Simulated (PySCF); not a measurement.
```xyz
5

C     -0.6588    -0.0460     0.0578
Si     0.9493    -0.6071    -0.0084
H     -1.5170    -0.6971     0.1679
H     -0.8719     1.0178    -0.0124
H      2.0994     0.3375    -0.1626
```

Charge 0, multiplicity 2.

Task: Give the Mulliken and meta-Löwdin atomic charges from PBE0-D3(BJ)/def2-TZVP (PySCF).

Result: 
```csv
atom,Mulliken (e),meta-Löwdin (e)
C1,-0.45,-0.60
Si2,0.12,0.35
H3,0.15,0.15
H4,0.15,0.15
H5,0.02,-0.05
```
